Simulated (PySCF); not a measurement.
Radial density of Ga²⁺ (gallium, charge +2)

UHF, [Ar] 3d10 4s1, 2S determinant. All numbers are calculated (PySCF 2.14, scalar relativity by spin-free X2C-1e, in cc-pVTZ-DK).

```json
{"r (bohr)": "0.000842", "4πr²ρ (e/bohr)": "0.2933", "4πr²(ρα − ρβ)": "0.0001"}
{"r (bohr)": "0.00142", "4πr²ρ (e/bohr)": "0.7278", "4πr²(ρα − ρβ)": "0.0003"}
{"r (bohr)": "0.00238", "4πr²ρ (e/bohr)": "1.767", "4πr²(ρα − ρβ)": "0.0008"}
{"r (bohr)": "0.00401", "4πr²ρ (e/bohr)": "4.142", "4πr²(ρα − ρβ)": "0.0018"}
{"r (bohr)": "0.00674", "4πr²ρ (e/bohr)": "9.161", "4πr²(ρα − ρβ)": "0.0039"}
{"r (bohr)": "0.0113", "4πr²ρ (e/bohr)": "18.27", "4πr²(ρα − ρβ)": "0.0077"}
{"r (bohr)": "0.0191", "4πr²ρ (e/bohr)": "30.50", "4πr²(ρα − ρβ)": "0.0118"}
{"r (bohr)": "0.0321", "4πr²ρ (e/bohr)": "38.00", "4πr²(ρα − ρβ)": "0.0105"}
{"r (bohr)": "0.0539", "4πr²ρ (e/bohr)": "33.00", "4πr²(ρα − ρβ)": "-0.0002"}
{"r (bohr)": "0.0907", "4πr²ρ (e/bohr)": "32.63", "4πr²(ρα − ρβ)": "0.0069"}
{"r (bohr)": "0.153", "4πr²ρ (e/bohr)": "43.95", "4πr²(ρα − ρβ)": "0.0296"}
{"r (bohr)": "0.257", "4πr²ρ (e/bohr)": "27.34", "4πr²(ρα − ρβ)": "-0.0202"}
{"r (bohr)": "0.432", "4πr²ρ (e/bohr)": "23.97", "4πr²(ρα − ρβ)": "0.0373"}
{"r (bohr)": "0.726", "4πr²ρ (e/bohr)": "21.84", "4πr²(ρα − ρβ)": "-0.0212"}
{"r (bohr)": "1.22", "4πr²ρ (e/bohr)": "5.465", "4πr²(ρα − ρβ)": "0.2749"}
{"r (bohr)": "2.05", "4πr²ρ (e/bohr)": "0.9500", "4πr²(ρα − ρβ)": "0.5783"}
{"r (bohr)": "3.46", "4πr²ρ (e/bohr)": "0.1195", "4πr²(ρα − ρβ)": "0.1142"}
{"r (bohr)": "5.81", "4πr²ρ (e/bohr)": "0.0007630", "4πr²(ρα − ρβ)": "0.0008"}
```

Densities and radii are taken from the X2C orbitals without a picture-change correction, which distorts them close to the nucleus.

Problem. Where is the radial spin density 4πr²(ρα − ρβ) most negative, and why is it negative at all?

Solution. Around r = 0.726 bohr, down to -0.0212 e/bohr: exchange with the open shell polarises the paired shells in an unrestricted calculation.
